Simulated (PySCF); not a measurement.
Isomers of C5H10ClFO2S.

All values: PBE0/pcSseg-1 (PySCF) at GFN2-xTB geometries, gas phase, one conformer each.

(1) Rank by dipole moment, lowest first.
A. `[CH3:1][C@@H:2]([F:3])[C:4]([CH3:5])([CH3:6])[S:7](=[O:8])(=[O:9])[Cl:10]` with C1–C2–C4–C5 -72°, C2–C4–S7–O8 -42°
B. `[CH3:1][CH2:2][CH2:3][C@@:4]([CH3:5])([F:6])[S:7](=[O:8])(=[O:9])[Cl:10]` with C1–C2–C3–C4 -174°, C2–C3–C4–C5 -62°, C3–C4–S7–O8 -60°
C. `[CH3:1][CH2:2][C@@H:3]([CH3:4])[C@@H:5]([F:6])[S:7](=[O:8])(=[O:9])[Cl:10]` with C1–C2–C3–C4 177°, C2–C3–C5–F6 -168°, C3–C5–S7–O8 -45°
D. `[CH3:1][CH:2]([CH3:3])[CH2:4][C@@H:5]([F:6])[S:7](=[O:8])(=[O:9])[Cl:10]` with C1–C2–C4–C5 -171°, C2–C4–C5–F6 67°, C4–C5–S7–O8 68°

## Answers

(1) C (3.65 D), D (4.15 D), B (4.46 D), A (5.05 D).

All values together:

| SMILES | μ (D) | HOMO (eV) | LUMO (eV) | lowest IAO charge (e) | highest IAO charge (e) | lowest Hirshfeld charge (e) | highest Hirshfeld charge (e) |
| --- | --- | --- | --- | --- | --- | --- | --- |
| C[C@@H](F)C(C)(C)S(=O)(=O)Cl | 5.05 | -8.84 | -1.36 | -0.846 (O) | +1.922 (S) | -0.278 (O) | +0.518 (S) |
| CC(C)C[C@@H](F)S(=O)(=O)Cl | 4.15 | -9.16 | -1.50 | -0.844 (O) | +1.940 (S) | -0.284 (O) | +0.504 (S) |
| CCC[C@@](C)(F)S(=O)(=O)Cl | 4.46 | -9.04 | -1.45 | -0.848 (O) | +1.917 (S) | -0.281 (O) | +0.503 (S) |
| CC[C@@H](C)[C@@H](F)S(=O)(=O)Cl | 3.65 | -9.08 | -1.55 | -0.839 (O) | +1.924 (S) | -0.261 (O) | +0.517 (S) |
| CC(C)[C@@](C)(F)S(=O)(=O)Cl | 4.33 | -8.98 | -1.47 | -0.841 (O) | +1.910 (S) | -0.272 (O) | +0.508 (S) |

Conformers: `[CH3:1][C@@H:2]([F:3])[C:4]([CH3:5])([CH3:6])[S:7](=[O:8])(=[O:9])[Cl:10]` with C1–C2–C4–C5 -72°, C2–C4–S7–O8 -42°; `[CH3:1][CH:2]([CH3:3])[CH2:4][C@@H:5]([F:6])[S:7](=[O:8])(=[O:9])[Cl:10]` with C1–C2–C4–C5 -171°, C2–C4–C5–F6 67°, C4–C5–S7–O8 68°; `[CH3:1][CH2:2][CH2:3][C@@:4]([CH3:5])([F:6])[S:7](=[O:8])(=[O:9])[Cl:10]` with C1–C2–C3–C4 -174°, C2–C3–C4–C5 -62°, C3–C4–S7–O8 -60°; `[CH3:1][CH2:2][C@@H:3]([CH3:4])[C@@H:5]([F:6])[S:7](=[O:8])(=[O:9])[Cl:10]` with C1–C2–C3–C4 177°, C2–C3–C5–F6 -168°, C3–C5–S7–O8 -45°; `[CH3:1][CH:2]([CH3:3])[C@@:4]([CH3:5])([F:6])[S:7](=[O:8])(=[O:9])[Cl:10]` with C1–C2–C4–C5 -66°, C2–C4–S7–O8 87°.
